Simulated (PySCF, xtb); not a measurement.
ClGaH2O2, SMILES [OH][Ga]([OH])[Cl].

GFN2-xTB in xtb 6.7.1 at its own geometry gives an orbital gap of 4.36 eV and a dipole moment of 1.53 D.

Geometry optimised at B3LYP-D3(BJ)/def2-SVP. Other conformers were not sampled.

Question: What does PySCF with PBE0/def2-TZVPD give? (Estimate from the structure and the level; the computed values follow.)

Answer: gap 7.71 eV (levels -9.30 and -1.59 eV), dipole 1.58 D.
